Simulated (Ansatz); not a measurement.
Mulliken charges of Cl3H2O2Ta, SMILES `[OH][Ta]([OH])([Cl])([Cl])[Cl]` from B3LYP/def2-TZVPP in Ansatz (PBE0-D4/def2-TZVP geometry).

```
atom   x (Å)   y (Å)   z (Å)  charge (e)
  O1   1.666  -0.166  -0.483      -0.327
 Ta2  -0.166   0.207  -0.334       0.967
  O3  -0.320  -0.932   1.165      -0.367
 Cl4  -1.532  -1.119  -1.615      -0.198
 Cl5  -0.005   1.821  -2.012      -0.249
 Cl6  -0.974   1.887   1.061      -0.245
  H7   2.124  -0.756   0.123       0.214
  H8  -0.701  -0.999   2.039       0.206
```

Task: By hand: the dipole of these point charges (1 e Å = 4.8032 D).

Result: Σ q r = (0.265, -0.465, 0.415) e Å, of length 0.677 e Å = 3.25 D.

Task: How does the dipole of the full density compare? (An estimate is asked.)

Result: The calculation gave: (0.219, -0.525, 0.613) e Å, 4.02 D; the point charges give 0.81 times that, at 11° from its direction.

Point charges leave out the atoms' own dipoles, such as those of lone pairs, and Mulliken's split depends on the basis, so the two needn't agree.

B3LYP here is the variant with VWN-RPA as its local correlation; programs differ in this.
